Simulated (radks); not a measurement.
Results of a calculation; reference values are marked as such.
All-electron atom: La in [Xe] 5d1 6s2 (the NIST ground configuration). Level of theory: scalar-relativistic Kohn-Sham, r2SCAN, spin-polarised, spherical densities, finite nucleus; open shells are filled with parallel spins first (spin-orbit coupling, left out, can overturn this in heavy ions); meta-GGA in the generalised Kohn-Sham scheme; Fermi nuclear charge, rms radius 4.855 fm (a radial shooting solver on a logarithmic mesh with Libxc functionals).

Unscreened Slater integrals over Kohn-Sham orbitals (eV). They are taken over the spin-up orbitals. Empty in this configuration: 6p.

| integral | value |
|---|---|
| F0(5d,5d) | 8.3619 |
| F2(5d,5d) | 4.1906 |
| F4(5d,5d) | 2.7185 |
| F0(5d,6s) | 6.4036 |
| G2(5d,6s) | 1.9658 |
| F0(5d,5p) | 10.065 |
| F2(5d,5p) | 4.5808 |
| G1(5d,5p) | 5.1747 |
| G3(5d,5p) | 3.1762 |
| F0(5d,5s) | 10.396 |
| G2(5d,5s) | 3.1827 |
| F0(5d,6p) | 5.2565 |
| F2(5d,6p) | 1.8827 |
| G1(5d,6p) | 1.2295 |
| G3(5d,6p) | 0.89395 |
| F0(6s,6s) | 5.5889 |
| F0(6s,5p) | 6.9555 |
| G1(6s,5p) | 0.49327 |
| F0(6s,5s) | 7.0523 |
| G0(6s,5s) | 0.27576 |
| F0(6s,6p) | 4.8301 |
| G1(6s,6p) | 2.9979 |
| F0(5p,5p) | 13.523 |
| F2(5p,5p) | 7.2974 |
| F0(5p,5s) | 14.427 |
| G1(5p,5s) | 9.6822 |
| F0(5p,6p) | 5.5485 |
| F2(5p,6p) | 1.1539 |
| G0(5p,6p) | 0.20587 |
| G2(5p,6p) | 0.27352 |
| F0(5s,5s) | 15.594 |
| F0(5s,6p) | 5.6056 |
| G1(5s,6p) | 0.32693 |
| F0(6p,6p) | 4.3461 |
| F2(6p,6p) | 2.3527 |

Derived for the open shells (J is the average intra-shell exchange parameter used in DFT+U). 5d: Racah B = F2/49 - 5 F4/441 = 0.05470 eV, C = 35 F4/441 = 0.2158 eV, C/B = 3.94, F4/F2 = 0.649, J = (F2 + F4)/14 = 0.4935 eV.
